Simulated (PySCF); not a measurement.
## Excitation energy of S⁺ by level of theory

S⁺ [Ne] 3s2 3p3 (4S) → S⁺ [Ne] 3s1 3p3 4s1 (6S), as a difference of total energies. Computed with PySCF 2.14 in aug-cc-pCVTZ-DK with one added diffuse shell each of s, p, d, f type (9s8p6d4f, 91 functions), with the spin-free X2C one-electron Hamiltonian (Gaussian nucleus). Correlated levels: valence: [Ne] frozen; valence and next inner shell: 1s2 frozen; nothing frozen. The calculations carry no spin-orbit coupling.

```tsv
method	excitation energy (eV)
UHF	18.587
LDA	20.674
PBE	20.595
PBE0	20.520
r2SCAN	20.132
BP86	20.622
PW91	20.619
B97-3	21.012
CAM-B3LYP	21.144
MP2 (valence)	20.147
SCS-MP2 (valence)	20.690
MP2 (valence and next inner shell)	20.353
SCS-MP2 (valence and next inner shell)	20.841
MP2 (all electrons)	20.348
SCS-MP2 (all electrons)	20.838
```

Task: How much does correlation contribute at MP2 (all electrons)?

Result: 20.348 − (18.587) = 1.761 eV, measured against UHF.

The promoted electron is Rydberg-like, and one or two diffuse shells describe it only roughly, which tends to raise the upper state.
